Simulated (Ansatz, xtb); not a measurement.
Relative energy of two isomers of C4H2F3O+

Structure a: `[O+]#CCC(F)=C(F)F`, a singlet. Structure b: `FC(F)(F)O[c+]1cc1`, a singlet. Both are isolated ions in the gas phase, relaxed with B3LYP/def2-SVP; the shapes shown needn't be the lowest conformers.

a (Å):

| atom | x (Å) | y (Å) | z (Å) |
| --- | --- | --- | --- |
| C | -1.9943 | 4.0047 | 0.8882 |
| C | -1.9817 | 2.5509 | 0.9877 |
| C | -1.0021 | 2.0067 | -0.0175 |
| C | -1.3777 | 1.3575 | -1.1369 |
| F | 0.2773 | 2.1872 | 0.2893 |
| F | -0.5519 | 0.8271 | -1.9688 |
| F | -2.6331 | 1.1995 | -1.4523 |
| O | -1.9449 | 5.1133 | 0.7351 |
| H | -3.0207 | 2.2096 | 0.8135 |
| H | -1.7044 | 2.2984 | 2.0328 |

b (Å):

```xyz
10

C    -2.5328    3.0163    0.0463
C    -0.8312    1.4452   -0.4186
C     0.3895    1.8675   -0.9074
C     0.1688    0.5391   -0.6930
F    -3.7422    2.9140    0.4866
F    -2.4807    3.5083   -1.1689
F    -1.7604    3.7026    0.8546
O    -2.0226    1.6400   -0.0028
H     1.0684    2.6592   -1.2354
H     0.5458   -0.4865   -0.7278
```

**Question.** Which of the two would you expect CCSD(T)/def2-SVP + ΔMP2/def2-TZVPP electronic energies to favour?

**Answer.** Structure a; the calculation gives E(b) − E(a) = +0.214 eV.

How the difference moves with the method:

```csv
level,geometry,E(b) − E(a) (eV),departure from the last row (eV),"job, with rough time for the two"
B3LYP/def2-SVP,B3LYP/def2-SVP,+0.058,−0.155,"optimisation, 2.1 min"
HF/def2-SVP,B3LYP/def2-SVP,−0.472,−0.686,part of the CCSD(T) run
MP2/def2-SVP,B3LYP/def2-SVP,+0.160,−0.054,part of the CCSD(T) run
CCSD(T)/def2-SVP,B3LYP/def2-SVP,+0.152,−0.062,single point
CCSD(T)/def2-SVP + ΔMP2/def2-TZVPP,B3LYP/def2-SVP,+0.214,,"single point, 77 s"
```

As drawn, b has 2 C–O, 3 C∷C in place of 1 C≡O, 2 C–C, 1 C=C (∷ is an aromatic bond). Structure a has no ring, b a 3-membered ring (with an aromatic ring).

HF/def2-SVP puts the two in the other order. The largest departure from CCSD(T)/def2-SVP + ΔMP2/def2-TZVPP is that of HF/def2-SVP, 0.686 eV. Levels run at GFN2-xTB geometries aren't shown. The last row adds to CCSD(T) the change of the MP2 difference between the two basis sets, here +0.062 eV.

With thermal terms from frequencies at re-optimised GFN2-xTB minima (ideal gas, soft modes damped towards free rotors, one conformer each, 298.15 K, 1 atm): the zero-point term adds −0.011 eV; ΔH is +0.190 and ΔG +0.214 eV.

The correlated steps freeze 8 core orbitals. Programs: Ansatz 0.2.0, xtb 6.7.1; the last row on 2 threads of Intel(R) Xeon(R) Processor @ 2.70GHz on a shared host.
